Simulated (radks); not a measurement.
Task: All-electron atom: Tm VII in [Kr] 4d10 4f11 5s2 5p4. All-electron calculation, scalar-relativistic Kohn-Sham, LDA (Slater exchange, Perdew-Wang correlation), spin-polarised, spherical densities, finite nucleus; open shells are filled with parallel spins first (spin-orbit coupling, left out, can overturn this in heavy ions); Fermi nuclear charge, rms radius 5.2256 fm. Program: a radial shooting solver on a logarithmic mesh with Libxc functionals. Some entries of the table are withheld. Estimate them.

orbital,occ.,eigenvalue (Ry),<r> (bohr)
1s up,1,-4359.604,0.02003
1s down,1,-4359.589,0.02003
2s up,1,-741.3321,0.08494
2s down,1,-741.3181,0.08494
2p up,3,-655.7398,0.07544
2p down,3,-655.7236,0.07544
3s up,1,-171.9568,0.2212
3s down,1,-171.8357,0.2212
3p up,3,-146.0283,0.2205
3p down,3,-145.9065,0.2204
3d up,5,-113.8994,0.2000
3d down,5,-113.8024,0.1999
4s up,1,-39.37399,0.4972
4s down,1,-39.13890,0.4972
4p up,3,-30.82453,0.5271
4p down,3,-30.59197,0.5271
4d up,5,-19.45332,(1)
4d down,5,-19.22078,(2)
5s up,1,-10.04475,1.152
5s down,1,-9.80934,1.156
5p up,3,(3),1.299
5p down,1,(4),1.309
4f up,7,-6.91280,0.6927
4f down,4,-6.67233,0.6942

Result: 
(1) 4d up <r> (bohr): 0.5677
(2) 4d down <r> (bohr): 0.5676
(3) 5p up eigenvalue (Ry): -7.80498
(4) 5p down eigenvalue (Ry): -7.58626
